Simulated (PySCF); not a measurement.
C8H11N.
Numbering: `[CH3:1]/[CH:2]=[CH:3]/[C:4]([C:5]#[N:6])=[CH:7]\[CH2:8][CH3:9]` (hydrogens: H10, H11, H12 on C1; H13 on C2; H14 on C3; H15 on C7; H16, H17 on C8; H18, H19, H20 on C9)

The same species was optimised twice, with GFN2-xTB and with PBE0-D3(BJ)/def2-SVP (PySCF), and the same property calculations (PySCF, gas phase) were run on both structures.

| coordinate | GFN2-xTB | PBE0-D3(BJ)/def2-SVP | change |
| --- | --- | --- | --- |
| C4–C5 (Å) | 1.420 | 1.439 | +0.019 |
| C5≡N6 (Å) | 1.147 | 1.160 | +0.013 |
| C2=C3 (Å) | 1.332 | 1.342 | +0.010 |
| C3–C4 (Å) | 1.455 | 1.464 | +0.009 |
| C4=C7 (Å) | 1.347 | 1.355 | +0.008 |
| C8–C9 (Å) | 1.530 | 1.528 | -0.002 |
| C1–C2 (Å) | 1.488 | 1.488 | 0.000 |
| C7–C8 (Å) | 1.490 | 1.490 | 0.000 |
| C7–C8–C9 (°) | 110.7 | 112.3 | +1.6 |
| C1–C2–C3 (°) | 124.1 | 124.9 | +0.8 |
| C3–C4–C7 (°) | 126.5 | 125.7 | -0.8 |
| C2–C3–C4 (°) | 124.0 | 124.7 | +0.7 |
| C3–C4–C5 (°) | 116.6 | 117.0 | +0.4 |
| C5–C4–C7 (°) | 116.9 | 117.3 | +0.4 |
| C4–C7–C8 (°) | 127.5 | 127.3 | -0.2 |
| C4–C5–N6 (°) | 179.3 | 179.2 | -0.1 |
| C2–C3–C4–C5 (°) | -1 | 0 | +1 |
| C4–C7–C8–C9 (°) | -120 | -120 | 0 |

Rotational constants: A = 1982, B = 968.7, C = 680.5 MHz (GFN2-xTB) against A = 1929, B = 962.7, C = 671.0 MHz (PBE0-D3(BJ)/def2-SVP). Point groups within 0.08 Å: C1 and C1.

On the GFN2-xTB structure: HOMO (eV) -6.87 [PBE0/pcSseg-1]; LUMO (eV) -1.41 [PBE0/pcSseg-1]; dipole (D) 4.46 [PBE0/pcSseg-1]; GIAO shielding of C1 (ppm) 164.1 [PBE0/pcSseg-1]; GIAO shielding of C2 (ppm) 43.5 [PBE0/pcSseg-1]; GIAO shielding of C3 (ppm) 58.7 [PBE0/pcSseg-1]; GIAO shielding of C4 (ppm) 67.9 [PBE0/pcSseg-1]; GIAO shielding of C5 (ppm) 63.6 [PBE0/pcSseg-1]; GIAO shielding of N6 (ppm) -44.8 [PBE0/pcSseg-1]; GIAO shielding of C7 (ppm) 31.1 [PBE0/pcSseg-1]; GIAO shielding of C8 (ppm) 159.9 [PBE0/pcSseg-1].

Question: What do these properties become on the PBE0-D3(BJ)/def2-SVP structure?

Answer: 
```
                                    property          level  on GFN2-xTB  on PBE0-D3(BJ)/def2-SVP  change
                                   HOMO (eV)  PBE0/pcSseg-1        -6.87                    -6.86   +0.01
                                   LUMO (eV)  PBE0/pcSseg-1        -1.41                    -1.48   -0.07
                                  dipole (D)  PBE0/pcSseg-1         4.46                     4.50   +0.04
energy, GFN2-xTB geometry as zero (kcal/mol)  PBE0/pcSseg-1          0.0                     -0.6    -0.6
                  GIAO shielding of C1 (ppm)  PBE0/pcSseg-1        164.1                    162.7    -1.4
                  GIAO shielding of C2 (ppm)  PBE0/pcSseg-1         43.5                     42.0    -1.5
                  GIAO shielding of C3 (ppm)  PBE0/pcSseg-1         58.7                     56.2    -2.5
                  GIAO shielding of C4 (ppm)  PBE0/pcSseg-1         67.9                     64.2    -3.7
                  GIAO shielding of C5 (ppm)  PBE0/pcSseg-1         63.6                     61.5    -2.1
                  GIAO shielding of N6 (ppm)  PBE0/pcSseg-1        -44.8                    -51.1    -6.3
                  GIAO shielding of C7 (ppm)  PBE0/pcSseg-1         31.1                     30.1    -1.0
                  GIAO shielding of C8 (ppm)  PBE0/pcSseg-1        159.9                    158.9    -1.0
```

The heavy atoms differ by 0.028 Å rms after alignment. Among bonds between heavy atoms C4–C5 changes most (+0.019 Å). Changes are differences of the printed values. Neither structure is proved a minimum here.

The values belong to the conformer `[CH3:1]/[CH:2]=[CH:3]/[C:4]([C:5]#[N:6])=[CH:7]\[CH2:8][CH3:9]`: C2–C3–C4–C5 0°, C4–C7–C8–C9 -120°.
